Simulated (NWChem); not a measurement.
System: SnH2S, singlet; SMILES [SH][SnH]

Input file for NWChem:

```
start job
memory heap 200 mb stack 900 mb global 1100 mb
geometry units angstroms
  Sn     0.098508    -0.391508     0.332065
  H      0.428520    -1.521851    -1.057743
  S     -0.358513     1.423364    -1.187631
  H     -0.625142     2.351050    -0.269792
end
basis spherical
  * library def2-svp
end
ecp
  Sn library def2-ecp
end
dft
  xc pbe0
  iterations 150
end
driver
  maxiter 120
end
task dft optimize
dft
  grid fine
  convergence energy 1d-8 density 1d-7
end
task dft freq numerical
```

Low-valent species are run as closed-shell singlets; no triplet was tried in these runs. def2 effective core potentials on Sn; no spin-orbit coupling.

The level has its own optimisation; frequencies are unscaled.

Problem. Give the results of this calculation. (PBE0/def2-SVP with def2 effective core potentials on Sn.) Quantities: r H–Sn (Å); r S–Sn (Å); r H–S (Å); highest harmonic frequency (cm⁻¹); lowest (cm⁻¹); zero-point energy (kcal/mol).

Solution. 
```
Item                               Value
---------------------------------  -----
r H–Sn (Å)                         1.778
r S–Sn (Å)                         2.438
r H–S (Å)                          1.352
highest harmonic frequency (cm⁻¹)   2707
lowest (cm⁻¹)                        348
zero-point energy (kcal/mol)         9.3
```
